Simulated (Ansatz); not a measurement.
Cost and result for the atomization energy of AlH$_{2}$I, SMILES `[AlH2][I]` (4 atoms, 3 bonds).

The species carries charge 0 and has multiplicity 1. Correlated methods include outer-core shells of I, which these sets cover unevenly. I: def2 effective core potential. All single points use the PBE0-D4/def2-TZVP geometry. Program: Ansatz. All runs use 4 threads of an Arm Neoverse V2 on a shared host. Times are those of one run each, without the atoms' runs, and a repeat can differ threefold. Electronic energies, without spin–orbit coupling; frozen cores. CCSD(T)/CBS adds CCSD(T) − MP2 in def2-TZVPP to the MP2 limit, and its time is that of the two runs behind it. T1 = 0.008. With those shells the extrapolation isn't a true limit. B3LYP takes the VWN-RPA correlation (the form of Gaussian; ORCA's B3LYP/G).

CCSD(T)/CBS is a level of theory with its own doubt, some kJ/mol a heavy atom from the limit and from the frozen cores, so smaller differences don't rank the functionals.

| level | functions | wall time |
| --- | --- | --- |
| LDA (SPW92)/def2-TZVPP | 120 | 0.3 s |
| CCSD(T)/def2-SVP | 54 | 0.35 s |
| PBE-D4/def2-TZVPP (with forces) | 120 | 0.6 s |
| PBE0-D4/def2-TZVPP | 120 | 0.6 s |
| BHLYP-D4/def2-TZVPP | 120 | 0.65 s |
| B3LYP-D4/def2-TZVPP (with forces) | 120 | 0.8 s |
| B2PLYP/def2-TZVPP | 120 | 1.1 s |
| PBE-QIDH/def2-TZVPP | 120 | 1.1 s |
| CCSD(T)/def2-TZVPP | 120 | 1.6 s |
| B97M-V/def2-TZVPP | 120 | 1.9 s |
| ωB97X-V/def2-TZVPP | 120 | 1.9 s |
| CCSD(T)/def2-QZVPP | 212 | 7.5 s |
| CCSD(T)/CBS(def2) | – | 9.2 s |

(1) What atomization energy does each give, and how far from CCSD(T)/CBS? (Estimate.)

Results:

(1) Computed: 
```csv
level,atomization (kJ/mol),difference from CCSD(T)/CBS,per bond
LDA (SPW92)/def2-TZVPP,989.6,63.5,21.2
CCSD(T)/def2-SVP,856.3,-69.8,-23.3
PBE-D4/def2-TZVPP (with forces),890.3,-35.8,-11.9
PBE0-D4/def2-TZVPP,892.9,-33.2,-11.1
BHLYP-D4/def2-TZVPP,897.0,-29.1,-9.7
B3LYP-D4/def2-TZVPP (with forces),899.9,-26.2,-8.7
B2PLYP/def2-TZVPP,895.2,-30.9,-10.3
PBE-QIDH/def2-TZVPP,903.2,-22.9,-7.6
CCSD(T)/def2-TZVPP,894.1,-32.0,-10.7
B97M-V/def2-TZVPP,929.7,3.6,1.2
ωB97X-V/def2-TZVPP,915.7,-10.4,-3.5
CCSD(T)/def2-QZVPP,912.3,-13.8,-4.6
CCSD(T)/CBS(def2),926.1,0.0,0.0
```

From BLYP to BHLYP (50 % exact exchange), in def2-TZVPP and without D4, the atomization energy moves by +14.7 kJ/mol. The D4 term adds +10.3 kJ/mol with B3LYP and +5.3 kJ/mol with PBE0; it sums over pairs of atoms, weighted by their polarisabilities, and B3LYP, whose exchange is more repulsive, gets the larger term. Leaving LDA and LC-ωPBE aside and taking each functional with its dispersion term where it has one, the values, not all of them listed here, spread over 53.5 kJ/mol, from revPBE-D4 to B97M-V. LDA lies +105.4 kJ/mol from PBE without D4, its usual overbinding.

Spin–orbit coupling would lower the free I atoms strongly, and the atomization energy with them, by more than many differences here.
